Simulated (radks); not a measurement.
Problem. All-electron atom: the vanadium ion V4+ in [Ar] 3d1 (the NIST ground configuration). All-electron calculation, scalar-relativistic Kohn-Sham, SCAN, spin-polarised, spherical densities, finite nucleus; open shells are filled with parallel spins first; meta-GGA in the generalised Kohn-Sham scheme; Fermi nuclear charge, rms radius 3.6002 fm. Program: a radial shooting solver on a logarithmic mesh with Libxc functionals. Some entries of the table are withheld. Estimate them.

| orbital | occ. | eigenvalue (hartree) | r(max) (bohr) | <r> (bohr) |
|---|---|---|---|---|
| 1s down | 1 | -199.9829 | 0.04350 | 0.06646 |
| 1s up | 1 | -199.9825 | 0.04350 | 0.06646 |
| 2s up | 1 | -24.55251 | 0.2552 | 0.3074 |
| 2s down | 1 | -24.52758 | 0.2551 | 0.3071 |
| 2p up | 3 | -20.79522 | 0.2083 | 0.2738 |
| 2p down | 3 | -20.77676 | 0.2082 | 0.2735 |
| 3s up | 1 | -4.65021 | 0.8101 | 0.9219 |
| 3s down | 1 | -4.58601 | 0.8103 | 0.9237 |
| 3p up | 3 | -3.61573 | (1) | 0.9678 |
| 3p down | 3 | -3.55356 | (2) | 0.9697 |
| 3d up | 1 | -2.03139 | 0.8211 | (3) |

Solution. 
(1) 3p up r(max) (bohr): 0.8300
(2) 3p down r(max) (bohr): 0.8308
(3) 3d up <r> (bohr): 1.076
